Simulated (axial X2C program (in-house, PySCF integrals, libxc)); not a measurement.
Nuclear properties of HfI

Computed with an axial X2C code built on PySCF integrals: two-component X2C with atomic mean-field Coulomb and Gaunt terms, Gaussian nuclei, basis Hf dyall-cv3z, I dyall-cv3z with contracted cores.

R = 2.689 Å (near the PBE0 minimum at charge 0 of the determinant lowest at the starting distance; the state shown can have its own minimum elsewhere).

Input and command:
```json
{"zs": [72, 53], "q": 0, "bas": ["dyall-cv3z", "dyall-cv3z"], "r0": 2.85, "levels": ["PBE0", "HF", "TPSSh", "LDA", "PBE50"], "nst": 2}
```
```bash
python soeom.py task.json out
```

Keys: zs atomic numbers; q charge; bas basis sets; r0 starting distance in Å; levels methods; nst determinants followed.

Determinant lowest in the PBE0 search, Ω = 3/2 (⟨Sz⟩ = -0.45, ⟨Lz⟩ = 1.95 at PBE0), spin on the atoms Hf -0.48, I 0.03:

| level | Eeff magnitude (GV/cm) | Ws magnitude Hf (kHz) | A∥/gI Hf (MHz) | qzz Hf (a.u.) | A∥/gI I (MHz) | qzz I (a.u.) | μ (D) |
| --- | --- | --- | --- | --- | --- | --- | --- |
| PBE0 | 25.9 | 15.6 | 825 | -2.00 | 37.6 | 1.21 | -1.40 |
| HF | 74.8 | 48.4 | 109 | -4.00 | 14.5 | 0.85 | -1.37 |
| TPSSh | 24.6 | 14.5 | 857 | -1.84 | 40.1 | 1.15 | -1.22 |
| LDA | 8.58 | 5.06 | 778 | -0.61 | 33 | 1.25 | -1.29 |
| PBE50 | 43 | 26.8 | 763 | -3.08 | 36.8 | 1.22 | -1.53 |

Determinant 0.28 eV from it at PBE0 and this distance, Ω = 1/2 (⟨Sz⟩ = -0.48, ⟨Lz⟩ = 0.98 at PBE0), spin on the atoms Hf -0.47, I 0.00:

| level | Eeff magnitude (GV/cm) | Ws magnitude Hf (kHz) | A∥/gI Hf (MHz) | qzz Hf (a.u.) | A∥/gI I (MHz) | qzz I (a.u.) | μ (D) |
| --- | --- | --- | --- | --- | --- | --- | --- |
| PBE0 | 5.14 | 9.45 | 696 | -6.48 | 278 | 1.39 | -1.99 |
| HF | 43.6 | 85.6 | 861 | -8.41 | 112 | 0.73 | -1.94 |
| TPSSh | 8.75 | 16.2 | 515 | -6.27 | 287 | 1.32 | -1.80 |
| LDA | 1.03 | 2.12 | 783 | -5.78 | 384 | 1.44 | -1.72 |
| PBE50 | 2.87 | 4.66 | 729 | -7.15 | 221 | 1.36 | -2.26 |

Eeff is the effective electric field on the electron electric dipole moment in this Ω state and Ws the scalar–pseudoscalar constant of the nucleus named (defined with the proton number Z and per Ω); A∥ (defined per Ω) follows by multiplying with gI = μI/(I μN); qzz is the electric field gradient, eQq0 = 234.96 MHz × Q/barn × qzz; μ is positive if the I end (last atom) is positive. The operators were transformed with the bare-nucleus X2C matrices; with these basis sets, hyperfine constants and field gradients can be off by tens of per cent, and where levels differ in sign neither size nor sign is settled.

**Question.** With Q(127I) = -0.68822 barn (Q from Pyykkö, Mol. Phys. 2018), turn the PBE0 values of the first state into constants in MHz.

**Answer.** eQq0(127I) = 234.96 × (-0.68822) × (1.21) = -196 MHz.

Each state is one determinant with collinear spin. Unrestricted Hartree–Fock can overshoot spin polarisation at the nuclei. In the state Ω = 1/2 the sign of Eeff differs between levels (HF against PBE0). Where Eeff spreads by more than a factor of two the levels disagree and none is to be relied on. States lie within half an eV, so the first need not be the ground state. The sign of Ws at Hf differs between levels in the second state. Where a field gradient or hyperfine factor spreads by more than a factor of two over the levels, a constant derived from it is not to be relied on. PBE0 term energies can be off by some tenths of an eV.
